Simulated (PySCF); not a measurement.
## Which is lower?

Two relaxed structures of BSiClO, closed shell (PBE0-D4/def2-TZVP; forces vanish, vibrations not checked).

A:

```xyz
4
angstrom
O -1.6423 -0.0830 -1.2365
Si 1.0463 0.8016 0.3878
B -0.6514 0.1980 -0.6137
Cl 1.2117 -0.9479 1.4853
```

B:

```
4
angstrom
O -0.3485 -1.3750 -0.4013
Si 0.5343 -0.3357 0.6726
B -0.6912 -0.1222 -0.7920
Cl -1.7652 0.3282 -2.0711
```

Program: PySCF 2.14 with density fitting (its default auxiliary sets; JK sets also for MP2 and CCSD(T)). Basis: def2-TZVPP. Cores are frozen in the correlated methods. B3LYP uses VWN-RPA correlation.

Question: Which structure is lower at CCSD(T), and by how much? (Judge from chemistry; the value comes from the calculation.)

Answer: The calculation gives: A, by 16.7 kJ/mol (electronic energy, against the other). By their contacts, A is BSiClO ([O][B][Si][Cl]) and B is BSiClO ([Cl][B]1[O][Si]1).

All methods give the same order:

```
   method  E(B) − E(A) (kJ/mol)
   PBE-D4                  15.0
r2SCAN-D4                   8.9
  PBE0-D4                   8.0
 B3LYP-D4                  24.6
  wB97M-V                  11.9
       HF                  26.7
      MP2                  14.4
     CCSD                  17.0
  CCSD(T)                  16.7
```

The T1 diagnostic stays at or below 0.019. The restricted Hartree–Fock reference is unstable towards an unrestricted one at one or more of these structures.

Labels in which every atom is bracketed show which atoms are joined, not bond orders.

For scale, one of the runs: CCSD(T)/def2-TZVPP, 146 basis functions, launched by `OMP_NUM_THREADS=2 python run.py`. Time: 86 s of wall clock on 2 CPU threads of an AMD EPYC 7B13; the host was shared. Peak host memory: 0.88 GiB.
